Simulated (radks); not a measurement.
Values are calculated unless marked as measured or tabulated.
Ionisation of Al, [Ne] 3s2 3p1, to Al+, [Ne] 3s2, under several functionals. Scalar-relativistic Kohn-Sham, spin-unpolarised, spherical densities, finite nucleus; a radial shooting solver on a logarithmic mesh with Libxc functionals.

functional            E(Al) (hartree)  Exc (hartree)  IE (eV)  -e(HOMO) (eV)  <r> HOMO (bohr)  IE error (eV)
HCTH/407                   -242.83295      -18.60542    5.882          2.851            3.530         -0.103
SOGGA                      -242.10725      -17.83378    5.666          2.626            3.441         -0.320
Wu-Cohen GGA               -242.47042      -18.21205    5.738          2.680            3.422         -0.248
exchange-only PBE          -242.23879      -17.96507    5.112          2.135            3.664         -0.874
AM05                       -241.87282      -17.58863    5.712          2.667            3.438         -0.273
exchange-only r2SCAN       -242.32600      -18.07090    4.891          1.978            3.504         -1.095
PBE                        -242.68455      -18.43097    5.761          2.712            3.448         -0.225

NIST Atomic Spectra Database: 5.986 eV (measured). Closest: HCTH/407. The Delta-SCF values span 0.99 eV, the total energies 0.96 hartree. The highest occupied level is 3p. Spin polarisation and multiplet splitting are left out, so open shells lie too high by an amount that depends on their filling.

Beside tabulated values, note that spin-unpolarised runs miss the spin-polarisation part of the exchange energy of open shells.
